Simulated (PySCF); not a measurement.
# C₆ coefficients of unlike pairs at UHF

Calculated with PySCF 2.14 from the dipole response of each species, C₆(A,B) = (3/π) ∫ α_A(iu) α_B(iu) du, in atomic units, from isotropic polarisabilities. For ions this is the dispersion term alone; charge-induced terms of lower order in 1/R come first.

```tsv
species	configuration	basis	relativity	α (bohr³)	C₆ (like pair)
B	[He] 2s2 2p1 (2P)	x2c-QZVPPall with one added diffuse shell each of s, p, d, f type (8s5p4d3f1g)	spin-free X2C	22.17	106.0
Nb	[Kr] 4d4 5s1 (6D)	aug-cc-pwCVQZ-PP with ECP28MDF (9s9p8d5f4g3h)	core potential	132.2	1609
F	[He] 2s2 2p5 (2P)	x2c-QZVPPall with one added diffuse shell each of s, p, d, f type (8s5p4d3f1g)	spin-free X2C	3.256	8.478
Mn²⁺	[Ar] 3d5 (6S)	x2c-TZVPPall with one added diffuse shell each of s, p, d, f type (7s6p5d3f1g)	spin-free X2C	3.252	9.380
```

Estimate C₆ for Mn²⁺ with F.

The integral gives 8.862. The combination rule 2 C_A C_B / (C_A α_B/α_A + C_B α_A/α_B) gives 8.905 and the geometric mean 8.917.

No spin-orbit coupling is included.

The other pairs:

```csv
pair,C₆
"Mn²⁺, Nb",82.06
"F, Nb",81.45
"F, B",25.08
"Nb, B",388.0
"Mn²⁺, B",25.23
```
